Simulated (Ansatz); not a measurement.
Ansatz (a program for electronic structure) input (B2GP-PLYP/def2-TZVPD):

Ansatz 0.2 input:
```yaml
crystal:
  periodic: [false, false, false]
  atoms:
    - {symbol: N, position_ang: [-0.14792313, 1.62764443, -0.58665829]}
    - {symbol: Si, position_ang: [0.11106890, 0.03075369, -0.17940090]}
    - {symbol: N, position_ang: [1.63004176, -0.29453153, 0.43867692]}
    - {symbol: N, position_ang: [-0.72667629, -1.06390531, -1.13508847]}
    - {symbol: O, position_ang: [-0.81322169, -0.30687601, 1.43581853]}
    - {symbol: H, position_ang: [-0.69221960, 1.91915752, -1.38321962]}
    - {symbol: H, position_ang: [0.31176065, 2.40123230, -0.13234131]}
    - {symbol: H, position_ang: [2.45795363, 0.09788520, 0.01606900]}
    - {symbol: H, position_ang: [1.84468434, -1.07703568, 1.03712303]}
    - {symbol: H, position_ang: [-0.33708379, -1.96334720, -1.37340756]}
    - {symbol: H, position_ang: [-1.48884166, -0.81139487, -1.74564350]}
    - {symbol: H, position_ang: [-1.70265383, -0.68910939, 1.37098513]}
    - {symbol: H, position_ang: [-0.73088718, 0.26261549, 2.21698795]}
basis:
  gaussian:
    orbitals: def2-TZVPD
hamiltonian:
  xc: {name: B2GP-PLYP}
total_charge: 1
magnetization: {spin_polarized: false}
correlation: {electrons: outside_noble_gas}
```

End of the output:

```
integrals: 0.66 GiB planned
1834 factors; integrals over basis functions are off by at most 1.1e-3 eV
0.43 GiB of the device are held for the grids
1.53 GiB of device memory are held for the factors and their scratch space
mean field: 1.78 GiB planned
mean field evaluation 1: about -14487.9391 eV, gradient 9.7e1 eV
mean field evaluation 2: about -14487.9890 eV, gradient 9.7e1 eV
mean field evaluation 4: about -14503.9404 eV, gradient 3.2e0 eV
mean field evaluation 8: about -14503.9704 eV, gradient 3.7e-1 eV
mean field evaluation 16: about -14503.9707 eV, gradient 8.7e-5 eV
mean field -14503.97065930 eV, -533.0110905848 hartree, gradient 3.6e-6 eV, S^2 0.000000; 0 other end points of the search recorded, 0 dependent functions left out
9 core orbitals not correlated
reference -14503.97079240 eV, -533.0110954760 hartree; 16, 16 occupied and 241, 241 virtual orbitals, 1834 factors
second order -30.54010950 eV of doubles, -0.00000000 eV of singles
Total energy: -14514.96523182 eV, -533.4151336724 hartree
```

It need not be the lowest isomer of its formula.
